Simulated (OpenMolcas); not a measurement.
## Ta4+ in a point-charge field

Ta4+ among 6 point charges of -1.5 e arranged as an octahedron (Oh), 1.91 Å from the ion.

```yaml
Program: OpenMolcas 26.06
Method: CASSCF
Basis: ANO-RCC-VDZP [7s6p4d2f1g]
Scalar_Hamiltonian: DKH2, point nucleus
Active_space: 1 electron in 5 orbitals (5d)
State_averaging: 2S+1 = 2 even, 5 roots
Spin-orbit_coupling: RASSI with atomic mean-field integrals over the reference wave functions
```

The lowest spin-free states (labels of O, the rotations of Oh), above the lowest:

| State | Degeneracy | E (cm-1) | Free-ion L (%) |
| --- | --- | --- | --- |
| 2T2 | 3 | 0.0 | D (100) |
| 2E | 2 | 19149 | D (100) |

The lowest levels with spin-orbit coupling:

```json
{"E (cm-1)": "0.0", "Degeneracy": "4", "Label": "Γ8", "2S+1": "2", "g": ""}
{"E (cm-1)": "4512", "Degeneracy": "2", "Label": "Γ7", "2S+1": "2", "g": "2.00 2.00 2.00"}
{"E (cm-1)": "21687", "Degeneracy": "4", "Label": "Γ8", "2S+1": "2", "g": ""}
```

Powder χT (cm3 K/mol): 0.0494 at 2 K, 0.0503 at 10 K, 0.0545 at 50 K, 0.0598 at 100 K, 0.0704 at 200 K, 0.081 at 300 K. The effective moment at 300 K is 2.828 √(χT) = 0.80 μB.

The lowest level has 2S+1 = 2, for which the spin-only value is χT = S(S+1) / 2 = 0.375 cm3 K/mol (g = 2). The computed 0.081 at 300 K differs by -0.294, through orbital momentum, spin-orbit coupling and any other state in reach. With a threefold ground state the orbital momentum is unquenched, so the spin-only value is not expected to hold.

The gap between the two states is 10Dq = 19149 cm-1.

An orbital triplet at a regular site is open to Jahn-Teller coupling, which can distort the site and quench the lowest spin-orbit gaps and is left out. This field is weak: 10Dq is about 19149 cm-1, while octahedral complexes of 5d ions of charge 3 and more, computed by the same method with explicit ligands, had a median near 35000 cm-1. Ground spin and moment need not be those of a real site. Point charges carry no covalency, so the field is a model and not that of real ligands. No measured value stands beside these numbers.

The RASSCF and RASSI steps took 1.8 s on 1 thread of Intel(R) Xeon(R) Platinum 8488C (Sapphire Rapids), with other jobs on the host; the integral step is not counted.
